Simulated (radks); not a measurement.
Results of a calculation; reference values are marked as such.
Q: Species: Pm3+. Configuration: [Xe] 4f4 (the NIST ground configuration). Code: a radial shooting solver on a logarithmic mesh with Libxc functionals. Model: Dirac Kohn-Sham, PBE, spin-unpolarised, spherical densities, finite nucleus; open shells are shared between the two j in proportion to 2j + 1; Fermi nuclear charge, rms radius 4.962 fm. Some entries of the table are withheld. Estimate them.

orbital,occ.,eigenvalue (eV),r(max) (bohr)
1s1/2,2,-45004.98,0.01479
2s1/2,2,-7340.089,(1)
2p1/2,2,-6952.741,0.06371
2p3/2,4,-6392.564,0.06924
3s1/2,2,-1625.612,0.2388
3p1/2,2,-1459.495,(2)
3p3/2,4,-1346.867,(3)
3d3/2,4,-1058.077,0.1899
3d5/2,6,-1033.676,0.1932
4s1/2,2,-348.1627,0.5521
4p1/2,2,-284.8872,0.5586
4p3/2,4,-260.1877,0.5837
4d3/2,4,-156.0231,0.5969
4d5/2,6,-151.6102,0.6051
5s1/2,2,-69.1825,1.275
5p1/2,2,-51.5666,(4)
5p3/2,4,-47.9186,(5)
4f5/2,1.71429,-31.9266,0.6240
4f7/2,2.28571,-31.3967,0.6287
5d3/2,0,-24.5071,1.869
5d5/2,0,-24.1279,1.897
6s1/2,0,-21.6283,3.017
6p1/2,0,(6),3.428
6p3/2,0,(7),3.560

A: 
(1) 2s1/2 r(max) (bohr): 0.08396
(2) 3p1/2 r(max) (bohr): 0.2258
(3) 3p3/2 r(max) (bohr): 0.2376
(4) 5p1/2 r(max) (bohr): 1.386
(5) 5p3/2 r(max) (bohr): 1.454
(6) 6p1/2 eigenvalue (eV): -17.1413
(7) 6p3/2 eigenvalue (eV): -16.4430
